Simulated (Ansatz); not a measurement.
Species: BBr3, SMILES `BrB(Br)Br` (charge 0, multiplicity 1).

Give a relaxed geometry from Ansatz (a quantum-chemistry and plane-wave program) with PBE0-D3(BJ)/def2-TZVP.

the end point of this relaxation (outside a Z-matrix the atoms follow the SMILES, hydrogens last).
Z-matrix (Å, degrees):
```
B
Br 1 1.8964
Br 1 1.8964 2 120.00
Br 1 1.8964 2 120.00 3 180.00
```
